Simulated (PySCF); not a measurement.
C3H6, charge +1, doublet, at a GFN2-xTB geometry (a state made from the parent by changing its charge; the spin is typed, not shown lowest); DF-WB97X/STO-3G (PySCF).

Here is a job for PySCF.
```python
from pyscf import gto, scf, dft

mol = gto.M(
    atom='''
C    -1.207377    0.056794   -0.230993
C     0.081500    0.013767    0.430609
C     1.302481   -0.083351   -0.145216
H    -1.908442   -0.686376    0.179113
H    -1.709981    0.994704    0.056104
H    -1.146675   -0.073392   -1.309582
H     0.044181    0.067426    1.523030
H     1.501393    0.265641   -1.154352
H     2.159903   -0.491264    0.379285
''',
    basis='sto-3g',
    charge=1,
    spin=1,
    verbose=4,
)

mf = dft.UKS(mol)
mf.xc = 'wb97x'
mf = mf.density_fit(auxbasis='def2-universal-jkfit')
mf.kernel()
```

What the program printed (banner, timings and long lists left out):

```
PySCF version 2.14.0

[INPUT] verbose = 4
[INPUT] num. atoms = 9
[INPUT] num. electrons = 23
[INPUT] charge = 1
[INPUT] spin (= nelec alpha-beta = 2S) = 1
[INPUT] symmetry False subgroup None
[INPUT] Mole.unit = angstrom
[INPUT] Symbol           X                Y                Z      unit          X                Y                Z       unit  Magmom
[INPUT]  1 C     -1.207377000000   0.056794000000  -0.230993000000 AA   -2.281611859099   0.107325105519  -0.436513506692 Bohr   0.0
[INPUT]  2 C      0.081500000000   0.013767000000   0.430609000000 AA    0.154012679152   0.026015859557   0.813733076773 Bohr   0.0
[INPUT]  3 C      1.302481000000  -0.083351000000  -0.145216000000 AA    2.461332372450  -0.157510562209  -0.274418468905 Bohr   0.0
[INPUT]  4 H     -1.908442000000  -0.686376000000   0.179113000000 AA   -3.606432704617  -1.297062658474   0.338474515349 Bohr   0.0
[INPUT]  5 H     -1.709981000000   0.994704000000   0.056104000000 AA   -3.231395768210   1.879718135009   0.106021194493 Bohr   0.0
[INPUT]  6 H     -1.146675000000  -0.073392000000  -1.309582000000 AA   -2.166901703886  -0.138690779734  -2.474751317660 Bohr   0.0
[INPUT]  7 H      0.044181000000   0.067426000000   1.523030000000 AA    0.083489989909   0.127416673675   2.878109579496 Bohr   0.0
[INPUT]  8 H      1.501393000000   0.265641000000  -1.154352000000 AA    2.837221575339   0.501988737456  -2.181409131344 Bohr   0.0
[INPUT]  9 H      2.159903000000  -0.491264000000   0.379285000000 AA    4.081625125626  -0.928354414858   0.716744773156 Bohr   0.0

nuclear repulsion = 70.9081401218737
number of shells = 15
number of NR pGTOs = 63
number of NR cGTOs = 21
basis = sto-3g
ecp = {}

******** <class 'pyscf.df.df_jk.DFUKS'> ********
method = DFUKS
initial guess = minao
damping factor = 0
level_shift factor = 0
DIIS = <class 'pyscf.scf.diis.CDIIS'>
diis_start_cycle = 1
diis_space = 8
diis_damp = 0
SCF conv_tol = 1e-09
SCF conv_tol_grad = None
SCF max_cycles = 50
direct_scf = False
number electrons alpha = 12  beta = 11
XC library pyscf.dft.libxc version 7.1.2
    S. Lehtola, C. Steigemann, M. J. T. Oliveira, and M. A. L. Marques,  SoftwareX 7, 1–5 (2018)
XC functionals = wb97x
    J.-D. Chai and M. Head-Gordon,  J. Chem. Phys. 128, 084106 (2008)
radial grids:
    Treutler-Ahlrichs [JCP 102, 346 (1995); DOI:10.1063/1.469408] (M4) radial grids

becke partition: Becke, JCP 88, 2547 (1988); DOI:10.1063/1.454033
pruning grids: <function nwchem_prune>
grids dens level: 3
symmetrized grids: False
atomic radii adjust function: <function treutler_atomic_radii_adjust>
small_rho_cutoff = 0
Set gradient conv threshold to 3.16228e-05
tot grids = 101208
******** <class 'pyscf.df.df.DF'> ********
auxbasis = def2-universal-jkfit
Create RSH-DF object <pyscf.df.df.DF object> for omega=0.3
******** <class 'pyscf.df.df.DF'> ********
auxbasis = auxmol.basis = def2-universal-jkfit
init E= -116.709752648607

cycle= 1 E= -116.117094663209  delta_E= 0.593  |g|= 0.183  |ddm|= 2.47
cycle= 2 E= -116.140828035129  delta_E= -0.0237  |g|= 0.06  |ddm|= 0.355
cycle= 3 E= -116.143710497735  delta_E= -0.00288  |g|= 0.0138  |ddm|= 0.0972
cycle= 4 E= -116.143976477984  delta_E= -0.000266  |g|= 0.00526  |ddm|= 0.0294
cycle= 5 E= -116.144038543152  delta_E= -6.21e-05  |g|= 0.00273  |ddm|= 0.0131
cycle= 6 E= -116.144063191773  delta_E= -2.46e-05  |g|= 0.00078  |ddm|= 0.0115
cycle= 7 E= -116.144065379348  delta_E= -2.19e-06  |g|= 0.000386  |ddm|= 0.00307
cycle= 8 E= -116.144065946304  delta_E= -5.67e-07  |g|= 0.00013  |ddm|= 0.00167
cycle= 9 E= -116.144066028064  delta_E= -8.18e-08  |g|= 3.43e-05  |ddm|= 0.000721
cycle= 10 E= -116.144066033482  delta_E= -5.42e-09  |g|= 7.42e-06  |ddm|= 0.000194
cycle= 11 E= -116.144066033669  delta_E= -1.87e-10  |g|= 2.14e-06  |ddm|= 3.49e-05
Extra cycle  E= -116.144066033678  delta_E= -9.07e-12  |g|= 1.11e-06  |ddm|= 4.59e-06
converged SCF energy = -116.144066033678  <S^2> = 0.7535298  2S+1 = 2.0035267
```
